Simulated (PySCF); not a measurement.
Stepwise substitution at one centre (Ga Cl-OH). Isolated molecules, 0 K electronic values unless said otherwise. One relaxed conformer stands for each flexible species; it need not be the lowest. Strings in code marks are SMILES.

The four lowest singlet excitations (Tamm–Dancoff). Computed with PySCF with r2SCAN-D4/def2-TZVP. Excitations are Tamm–Dancoff values on a coarser integration grid. The basis has no diffuse functions, so Rydberg states are missing or too high.

```
state  energy (eV)  wavelength (nm)  oscillator strength
-----  -----------  ---------------  -------------------
S1            6.10              203                0.000
S2            6.39              194                0.004
S3            6.50              191                0.035
S4            7.11              174                0.010
```

Q: Say which member gives these states.
A. `[OH][Ga]([Cl])[Cl]` (H–O–Ga–Cl torsion 180°)
B. `[OH][Ga]([OH])[Cl]` (H–O–Ga–Cl torsion 0°, Cl–Ga–O–H torsion 180°)
C. `[Cl][Ga]([Cl])[Cl]`
D. `[OH][Ga]([OH])[OH]`

A: B, `[OH][Ga]([OH])[Cl]` (H–O–Ga–Cl torsion 0°, Cl–Ga–O–H torsion 180°)
